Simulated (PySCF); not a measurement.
**W: ionisation energy**

W [Xe] 4f14 5d4 6s2 (5D) → W⁺ [Xe] 4f14 5d4 6s1 (6D), as a difference of total energies. Calculation: PySCF 2.14, in aug-cc-pwCVDZ-PP with ECP60MDF (6s6p5d3f, 70 functions); a scalar-relativistic core potential. Correlated levels: valence: 5s2 5p6 frozen; valence and next inner shell: nothing frozen outside the core potential. The calculations carry no spin-orbit coupling.

| method | ionisation energy (eV) | error (eV) |
| --- | --- | --- |
| UHF | 5.888 | -1.937 |
| LDA | 7.916 | +0.091 |
| PBE | 7.498 | -0.327 |
| PBE0 | 7.292 | -0.533 |
| r2SCAN | 7.075 | -0.750 |
| M06 | 8.333 | +0.508 |
| BHandHLYP | 7.479 | -0.346 |
| revPBE | 7.384 | -0.441 |
| LC-wPBE | 7.063 | -0.762 |
| MP2 (valence) | 7.127 | -0.698 |
| SCS-MP2 (valence) | 7.376 | -0.449 |
| MP2 (valence and next inner shell) | 7.384 | -0.441 |
| SCS-MP2 (valence and next inner shell) | 7.504 | -0.321 |

Reference: 7.825 eV (measured; NIST levels, between the centres of gravity of the two terms).

Errors of the correlated levels include the incompleteness of this basis and the frozen core.

MP2 underrates the near-degeneracy of ns² with np² in the lower species.
